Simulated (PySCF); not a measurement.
SMILES [SiH3]C[SeH] at its CAM-B3LYP/def2-SVP optimised geometry (Å):

```
9

Si     1.0777    -0.4267     0.0000
C     -0.8068    -0.4267     0.0000
Se    -1.5903     1.3720     0.0000
H      1.5903     0.2436     1.2241
H      1.5877    -1.8284    -0.0416
H      1.5769     0.2970    -1.2024
H     -1.1748    -0.8918     0.9268
H     -1.2183    -1.0088    -0.8365
H     -0.8971     1.8284    -1.2133
```

Computed with CAM-B3LYP/def2-TZVP (PySCF). Cells within 0.4 Å of a nucleus heavier than hydrogen are left out (blank, or x).

Map of the Laplacian of the electron density (e/bohr⁵), clipped to [-1.50, 1.50] on the plane z = 0.0 Å:

```
|5555555555555555555555555|
|5555555555555555555555555|
|5555555555555555555555555|
|5555555555555555555555555|
|5555555555555555555555555|
|5555555555555555555555555|
|5555557995555555555555555|
|5555559xx9555555555555555|
|5555569xx9555555555555555|
|5555559x99555555555555555|
|5555555974555555555555555|
|5555555544455556555555555|
|5555555543444499965555555|
|555555554xx1459xx95555555|
|555555554xx3459xx95555555|
|5555555555555569945555555|
|5555555555555554345555555|
|5555555555555554204555555|
|5555555555555555415555555|
|5555555555555555555555555|
|5555555555555555555555555|
|5555555555555555555555555|
|5555555555555555555555555|
|5555555555555555555555555|
|5555555555555555555555555|
```
Scale: ten equal steps from -1.50 (start of '0') to 1.50 (end of '9'), in the order '0123456789'; x runs from -4.00 to 4.00, y from -4.00 (bottom) to 4.00 (top).
